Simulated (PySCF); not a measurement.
H3O3W, neutral, multiplicity 4. Atoms are numbered in the order given.

```xyz
7

W      0.0038     0.0016     0.0000
O      0.0922     0.9529     1.6661
H     -0.7029     1.2158     2.1551
O      0.0922     0.9529    -1.6661
H     -0.7029     1.2158    -2.1551
O     -0.1272    -1.9151     0.0000
H      0.6651    -2.4749     0.0000
```
Charge 0, spin multiplicity 4.

Geometry optimised at B3LYP-D3(BJ)/def2-SVP. The multiplicity is an assumed one; other spin states were not compared. The def2 effective core potentials stand for the cores of W; spin–orbit coupling is left out. Other conformers were not sampled.

Method: M06-2X/def2-TZVPD (PySCF).

Mulliken values depend strongly on the basis, most of all with diffuse functions as here. ESP charges are fitted to the potential on shells at 1.4 to 2.0 van der Waals radii. Atomic charges (e):

| atom | Mulliken | ESP fit | Mulliken spin |
|---|---|---|---|
| W1 | 1.11 | … | 3.02 |
| O2 | -0.71 | … | -0.03 |
| H3 | 0.34 | … | 0.03 |
| O4 | -0.71 | … | -0.03 |
| H5 | 0.34 | … | 0.03 |
| O6 | -0.72 | … | -0.04 |
| H7 | 0.34 | … | 0.03 |

### Question
Fill in the missing entries. (The exact figures need the calculation; the answer reports its results.)

### Answer

- W1, ESP fit: 0.84
- O2, ESP fit: -0.64
- H3, ESP fit: 0.37
- O4, ESP fit: -0.64
- H5, ESP fit: 0.37
- O6, ESP fit: -0.71
- H7, ESP fit: 0.42
